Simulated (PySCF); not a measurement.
Can point charges reproduce the dipole moment of `FC(F)[SiH2][Si@@]1([SiH3])[SiH2]CS1`?

Coordinates (GFN2-xTB, Å) and charges (e) from the PBE0/pcSseg-1 density (PySCF):

```tsv
atom	x	y	z	Mulliken	IAO	Hirshfeld	ESP-fitted
F1	0.899	-0.773	-2.833	-0.3106	-0.3107	-0.1036	-0.1940
C2	1.888	-0.893	-1.895	+0.2372	+0.1882	+0.0538	+0.0762
F3	1.582	-2.028	-1.194	-0.3164	-0.3128	-0.1156	-0.1869
Si4	1.855	0.641	-0.711	+0.4640	+0.4454	+0.2232	+0.1663
Si5	-0.313	0.384	0.124	-0.3286	+0.1070	+0.0976	+0.2546
Si6	-2.029	0.470	-1.493	+0.3646	+0.3344	+0.2137	+0.1400
Si7	-0.491	-1.000	2.036	+0.5448	+0.5107	+0.2680	+0.1511
C8	-0.789	0.664	2.948	-0.6048	-0.6106	-0.1674	-0.2590
S9	-0.647	1.957	1.654	-0.2157	-0.1838	-0.1183	-0.2989
H10	2.817	-1.095	-2.439	+0.1198	+0.1465	+0.0462	+0.1475
H11	2.198	1.750	-1.610	-0.0361	-0.0898	-0.0659	-0.0378
H12	3.040	0.426	0.131	-0.0424	-0.0899	-0.0647	-0.0511
H13	-3.353	0.622	-0.880	-0.0548	-0.0911	-0.0677	-0.0526
H14	-2.011	-0.786	-2.238	-0.0453	-0.0921	-0.0737	-0.0404
H15	-1.827	1.583	-2.424	-0.0525	-0.0902	-0.0671	-0.0333
H16	-1.664	-1.869	2.188	-0.0437	-0.0966	-0.0689	-0.0322
H17	0.667	-1.691	2.611	-0.0418	-0.0932	-0.0659	-0.0319
H18	-0.056	0.893	3.718	+0.1805	+0.1640	+0.0382	+0.1452
H19	-1.776	0.755	3.395	+0.1819	+0.1645	+0.0385	+0.1372
```

Question: Form Σ q r in debye for every column and set it beside the full dipole.

Answer: The full density gives (1.03, -0.67, 0.69) D, 1.41 D in size; dipole vectors point from the negative to the positive end.

| scheme | μx | μy | μz | size (D) | share of the full size (%) | angle to the full dipole (°) |
| --- | --- | --- | --- | --- | --- | --- |
| Mulliken | 2.17 | -0.95 | -0.08 | 2.38 | 169 | 32 |
| IAO | 2.11 | 0.19 | 0.11 | 2.12 | 151 | 45 |
| Hirshfeld | 0.67 | -0.21 | 0.20 | 0.73 | 52 | 19 |
| ESP-fitted | 1.05 | -0.64 | 0.70 | 1.41 | 100 | 2 |

Question: Which set comes closest?

Answer: Length of the difference vector: ESP-fitted 0.04 D, Hirshfeld 0.76 D, Mulliken 1.41 D, IAO 1.50 D. Closest: ESP-fitted. The schemes that divide the density aren't constrained to reproduce the dipole.

Question: What is left for the Hirshfeld atoms' own dipoles?

Answer: The shares of the density sum to the whole, so what Σ q r misses lies in dipoles about the nuclei. The atomic dipoles sum to (1.03, -0.67, 0.69) − (0.67, -0.21, 0.20) = (0.36, -0.46, 0.49) D, 0.76 D in size.

Question: With the origin at the mean of the coordinates, (-0.001, 0.000, 0.057) Å, which are the largest single terms, by size, of the ESP-fitted dipole along the direction of the full one?

Answer: Si6 -1.66, F3 -1.36, H10 +0.97, H18 +0.92, S9 +0.90 D; all 19 atoms together +1.41 D. The single terms depend on the origin, their sum doesn't.

Question: Give the size of the full dipole in other units.

Answer: 1.41 D = 0.553 au = 0.293 e·Å = 4.69 × 10⁻³⁰ C·m.

The structure is a single GFN2-xTB conformer in the gas phase; no vibrational or solvent corrections.

The run behind these numbers computed NMR shieldings as well. Hardware: Arm Neoverse N1, one thread, no GPU (shared host). Cost: 2.1 min wall (grids of density and orbitals included), 1.1 GiB resident at most.

Conformer computed: `[F:1][CH:2]([F:3])[SiH2:4][Si@@:5]1([SiH3:6])[SiH2:7][CH2:8][S:9]1`: F1–C2–Si4–Si5 60°, C2–Si4–Si5–Si6 -61°.
